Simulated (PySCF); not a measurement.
BiF: one state, many levels of theory

State: triplet, unpaired electrons π ↑↑, a mixture of terms (⟨Lz²⟩ = 0.4). Set-up: Bi x2c-TZVPPall, F x2c-TZVPPall; spin-free X2C with a Gaussian nucleus (PySCF 2.14). De refers to Bi + F in their high-spin ground configurations, without counterpoise correction. The functionals are run spin-unrestricted. A positive dipole means Bi(−)F(+).

```tsv
Level	Re (Å)	ωe (cm⁻¹)	De (eV)	μ (D)
UHF	2.004	580	1.76	-3.60
UHF-MP2	2.026	559	3.76	n/a
UHF-SCS-MP2	2.031	554	3.66	n/a
UHF-CCSD	2.020	565	3.39	n/a
UHF-CCSD(T)	2.025	557	3.55	n/a
LDA	2.010	569	n/a	-2.86
PBE	2.045	534	n/a	-3.02
PBEsol	2.026	552	n/a	-2.91
PW91	2.043	536	n/a	-3.02
BP86	2.045	534	n/a	-3.02
r²SCAN	2.020	561	n/a	-3.03
PBE0	2.020	561	n/a	-3.18
ωB97X	2.023	564	n/a	-3.30
```

The bond length runs from 2.004 Å (UHF) to 2.045 Å (BP86). De spans 1.76 eV (UHF, mean field) to 3.76 eV (UHF-MP2, perturbation theory). Correlation at CCSD(T) changes the Hartree–Fock bond energy by +1.79 eV; the triples alone change it by +0.16 eV.

Correlated steps freeze 35 core orbitals. These are scalar-relativistic numbers at best; spin–orbit coupling would shift them, the dissociation energy most. The state was picked by a PBE0 search and need not be the measured ground state.
